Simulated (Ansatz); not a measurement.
CHCl₂I, SMILES `ClC(Cl)I`, 5 atoms. The species carries charge 0 and has multiplicity 1. Correlated methods include outer-core shells of I, which these sets cover unevenly. I: def2 effective core potential. All runs use 2 threads of a server CPU on a shared host. Correlated methods freeze the cores.

(1) How many basis functions does each run have, and how long does it take in Ansatz? RKS PBE0-D4/def2-TZVP relaxation (6 steps); RKS ωB97X-V/def2-TZVPP energy; RKS B2PLYP (frozen core)/def2-TZVPP energy; RKS PBE0-D4/def2-QZVPP energy; RKS PBE0-D4/def2-SVP energy; RKS r2SCAN-D4/def2-TZVPP energy and forces; RKS ωB97M-V/def2-SVP energy; RHF-CCSD(T)/def2-SVP energy; RKS revPBE-D4/def2-TZVPP energy; RKS ωB97M-V/def2-QZVPP energy; direct RPA on PBE orbitals/def2-TZVPP energy; RKS PBE0-D4/def2-TZVP frequencies. (Estimate.)

Answers

(1) The calculation gave: Other jobs shared the machine, so times are rough.

```csv
level,job,functions,wall time,peak host memory (GiB)
RKS PBE0-D4/def2-SVP,energy,81,1.3 s,0.18
RKS revPBE-D4/def2-TZVPP,energy,179,2 s,0.23
RHF-CCSD(T)/def2-SVP,energy,81,2.2 s,0.23
direct RPA on PBE orbitals/def2-TZVPP,energy,179,4.3 s,0.37
RKS r2SCAN-D4/def2-TZVPP,energy and forces,179,4.8 s,0.25
RKS B2PLYP (frozen core)/def2-TZVPP,energy,179,5.5 s,0.43
RKS ωB97M-V/def2-SVP,energy,81,5.5 s,0.25
RKS ωB97X-V/def2-TZVPP,energy,179,6.5 s,0.56
RKS PBE0-D4/def2-QZVPP,energy,309,7 s,0.96
RKS ωB97M-V/def2-QZVPP,energy,309,15 s,1.1
RKS PBE0-D4/def2-TZVP,relaxation (6 steps),161,25 s,0.44
RKS PBE0-D4/def2-TZVP,frequencies,161,50 s,0.44
```
